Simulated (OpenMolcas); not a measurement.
Au2+: from CASSCF to CASPT2

```json
{
 "Program": "OpenMolcas 26.06",
 "Basis": "ANO-RCC-VTZP [8s7p5d3f1g]",
 "Scalar Hamiltonian": "DKH2, point nucleus",
 "Active space": "9 electrons in 6 orbitals (5d 6s)",
 "State averaging": "2S+1 = 4 even, 20 roots (17 in the spin-orbit step); 2S+1 = 2 even, 30 roots",
 "Spin-orbit coupling": "state interaction with AMFI integrals over the reference wave functions, term energies averaged over their components"
}
```

Methods on the same reference wave functions:
A. CASSCF
B. SS-CASPT2, IPEA 0.25 Eh, imaginary shift 0.1 Eh (closed shells correlated: 5s 5p)
C. MS-CASPT2, IPEA 0.25 Eh, imaginary shift 0.1 Eh (closed shells correlated: 5s 5p)

Energies in cm⁻¹ above 5d⁹ ²D_5/2, the measured ground level; measured values from Iglesias, J. Res. Natl. Bur. Stand. 64A, 481 (1960).

```json
{"Level": "5d⁹ ²D_5/2", "A": "0.0", "B": "0.0", "C": "0.0", "Measured": "0.0"}
{"Level": "5d⁹ ²D_3/2", "A": "13192", "B": "13190", "C": "13300", "Measured": "12694"}
{"Level": "5d⁸ 6s ⁴F_9/2", "A": "26406", "B": "27760", "C": "27800", "Measured": "29754"}
{"Level": "5d⁸ 6s ⁴F_7/2 [60 %]", "A": "32118", "B": "32840", "C": "32880", "Measured": "35077"}
{"Level": "5d⁸ 6s ²F_7/2 [58 %]", "A": "43503", "B": "43680", "C": "43720", "Measured": "45740"}
{"Level": "5d⁸ 6s ⁴P_1/2", "A": "50779", "B": "48220", "C": "48270", "Measured": "49439"}
{"Level": "5d⁸ 6s ²G_9/2", "A": "57947", "B": "56150", "C": "56200", "Measured": "57819"}
{"Level": "5d⁸ 6s ²G_7/2", "A": "58389", "B": "56590", "C": "56630", "Measured": "58585"}
{"Level": "5d⁸ 6s ²P_1/2", "A": "59983", "B": "56250", "C": "56300", "Measured": "58327"}
```

Deviations, from unrounded energies. A percentage is the sum of absolute deviations over the sum of measured energies, with the sign that they share, or ± where signs differ.

```
                  Against measurement  Levels     A     B     C
       mean absolute deviation (cm-1)       8  1500  1700  1700
fine structure of the ground term (%)       1  +3.9  +3.9  +4.8
             other configurations (%)       7  ±3.5  -4.0  -3.9
```

A lies closest to measurement on these levels and B furthest from it. The largest miss of A in the table is 5d⁸ 6s ⁴F_9/2, by -3300 cm-1. The ranking rests on the paired levels alone, and a cruder setting can come out closer through cancelling errors.

Between B and C the level of the table that moves most is 5d⁹ ²D_3/2, by 110 cm-1 (lowest in B, highest in C). Moves below CASPT2's spread within the term are not significant.

The mean deviations of B to C differ by less than CASPT2's widest spread within a term (860 cm-1), so their order carries little weight.

The lowest spin-free term lies below A's lowest term by 0.467 hartree in B, 0.467 hartree in C.

CASPT2 does not keep the components of a term degenerate, so their means are used; among the terms shown or strongly mixed into the levels shown the widest spread is 860 cm-1 (5d⁸ 6s ²G, C). Some high roots are left out of the spin-orbit mixing, which shifts the levels that they would mix with. A single d shell beside an s shell can misplace configurations of different d count against each other. Without dynamic correlation excited terms often stand tens of per cent too high (terms of higher spin than the ground term too low), and those without a measured partner can miss by more than the paired ones (holds for A). The CASPT2 spread within a term exceeds the gap to the next term for 5d⁸ 6s ²P and 5d⁸ 6s ²G, so the order of their levels is uncertain (holds for B; C). Computed and measured levels are paired by configuration, term and J; levels that our copy of the source lacks, or whose pairing is in doubt (as where it misses far off the trend of its configuration), stay unpaired and out of the deviations. Only configurations of the active space appear. The table leaves out levels that lie high or whose names do not pair safely across all columns.

A share in square brackets marks a mixed level and gives the weight of the term that names it, the lowest over the columns.
